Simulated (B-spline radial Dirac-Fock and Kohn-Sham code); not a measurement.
Satellites and hypersatellites of the K lines of Nd⁹⁺

System: Nd⁹⁺, [Kr] 4d10 4f2 5s2 5p1.

Input file task.json (cfg lists n, l and occupation; rrms is the nuclear radius in fm):

```json
{"items": [{
  "Z": 60,
  "q": 9,
  "cfg": [[1, 0, 2], [2, 0, 2], [2, 1, 6], [3, 0, 2], [3, 1, 6], [3, 2, 10], [4, 0, 2], [4, 1, 6], [4, 2, 10], [4, 3, 2], [5, 0, 2], [5, 1, 1]],
  "A": 142,
  "rrms": 4.9123,
  "do": ["binding", "quiet", "double"]
}]}
```

Launch: `python xray_run.py task.json out`

Model: Dirac-Fock energy differences between relaxed states, corrected for Breit and QED terms. Program: an atomic code on a B-spline grid. Each two-hole energy is an average over J within one jj subconfiguration, not an observable level; in light atoms, where LS coupling holds, the j-resolved values are not observed lines, and for a K spectator the Kα1 hypersatellite is nearly forbidden. Correlation energy is missing from these numbers.

Lines without a spectator: Kα2 (K-L2) 36845.4 eV, Kα1 (K-L3) 37359.2 eV, Kβ3 (K-M2) 42163.0 eV, Kβ1 (K-M3) 42267.5 eV. Shifts in eV with one spectator hole (a dash: not computed, or left out as unreliable):

| spectator hole | Kα2 | Kα1 | Kβ3 | Kβ1 |
| --- | --- | --- | --- | --- |
| K (1s) | +729.1 | +763.8 | +936.8 | +944.6 |
| L2 (2p1/2) | +85.7 | +110.7 | – | +225.4 |
| L3 (2p3/2) | +76.0 | +78.8 | +188.1 | – |
| M2 (3p1/2) | – | +15.02 | +32.2 | +38.5 |
| M3 (3p3/2) | +9.88 | – | +30.7 | +30.4 |
| M4 (3d3/2) | +2.71 | -0.51 | – | – |
| M5 (3d5/2) | -1.45 | +1.30 | – | – |
